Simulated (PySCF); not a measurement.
Geometry:
```csv
atom,x (Å),y (Å),z (Å)
S1,2.683,-1.191,0.243
C2,1.105,-0.430,-0.279
C3,-0.018,-1.405,0.064
C4,-1.380,-0.835,-0.323
C5,-1.619,0.529,0.314
C6,-0.493,1.501,-0.023
C7,0.868,0.931,0.367
H8,3.488,-0.203,-0.205
H9,1.138,-0.311,-1.376
H10,0.006,-1.602,1.151
H11,0.158,-2.370,-0.437
H12,-2.175,-1.542,-0.037
H13,-1.433,-0.738,-1.423
H14,-1.679,0.411,1.411
H15,-2.591,0.938,-0.007
H16,-0.653,2.469,0.479
H17,-0.505,1.709,-1.108
H18,0.929,0.811,1.463
H19,1.674,1.629,0.084
```

Geometry: PBE0-D3(BJ)/def2-SVP; GIAO shifts from PySCF 2.14, gas phase, non-relativistic, averaged over equivalent atoms.

At PBE0/def2-SVP (162 basis functions, 16 s wall time on 1 thread of an Arm Neoverse V2, shared host):
```json
{"atoms": "S1", "δ (ppm)": "-29.6"}
{"atoms": "C2", "δ (ppm)": "40.1"}
{"atoms": "C3/C7", "δ (ppm)": "35.3"}
{"atoms": "C4/C6", "δ (ppm)": "26.3"}
{"atoms": "C5", "δ (ppm)": "25.1"}
{"atoms": "H9", "δ (ppm)": "2.40"}
{"atoms": "H11/H19", "δ (ppm)": "1.49"}
{"atoms": "H12/H16", "δ (ppm)": "1.47"}
{"atoms": "H15", "δ (ppm)": "1.34"}
{"atoms": "H8", "δ (ppm)": "1.21"}
{"atoms": "H10/H18", "δ (ppm)": "1.04"}
{"atoms": "H13/H17", "δ (ppm)": "1.03"}
{"atoms": "H14", "δ (ppm)": "0.94"}
```

Chemical shifts δ = σref − σ; CS2 for $^{33}$S (σ = 567.50 ppm); TMS for $^{13}$C (σ = 193.72 ppm), $^{1}$H (σ = 31.34 ppm), all at this level.

Problem. What do these become at B97-2/pcSseg-1?

Solution. 
```json
{"atoms": "S1", "δ at B97-2/pcSseg-1": "-32.4", "change": "-2.8"}
{"atoms": "C2", "δ at B97-2/pcSseg-1": "42.6", "change": "+2.5"}
{"atoms": "C3/C7", "δ at B97-2/pcSseg-1": "38.0", "change": "+2.7"}
{"atoms": "C4/C6", "δ at B97-2/pcSseg-1": "29.0", "change": "+2.7"}
{"atoms": "C5", "δ at B97-2/pcSseg-1": "27.6", "change": "+2.5"}
{"atoms": "H9", "δ at B97-2/pcSseg-1": "2.53", "change": "+0.13"}
{"atoms": "H11/H19", "δ at B97-2/pcSseg-1": "1.62", "change": "+0.13"}
{"atoms": "H12/H16", "δ at B97-2/pcSseg-1": "1.62", "change": "+0.15"}
{"atoms": "H15", "δ at B97-2/pcSseg-1": "1.49", "change": "+0.15"}
{"atoms": "H8", "δ at B97-2/pcSseg-1": "1.67", "change": "+0.46"}
{"atoms": "H10/H18", "δ at B97-2/pcSseg-1": "1.15", "change": "+0.11"}
{"atoms": "H13/H17", "δ at B97-2/pcSseg-1": "1.18", "change": "+0.15"}
{"atoms": "H14", "δ at B97-2/pcSseg-1": "1.08", "change": "+0.14"}
```

Referencing at the same level of theory: $^{33}$S (499.83 ppm) vs CS2; $^{13}$C (183.69 ppm) and $^{1}$H (31.38 ppm) against TMS.

The largest change is at S1 (thiol sulfur). Cost: 186 basis functions, 39 s wall time on 1 thread of an x86-64 server CPU, shared host. The order of the carbon signals is the same at both levels.
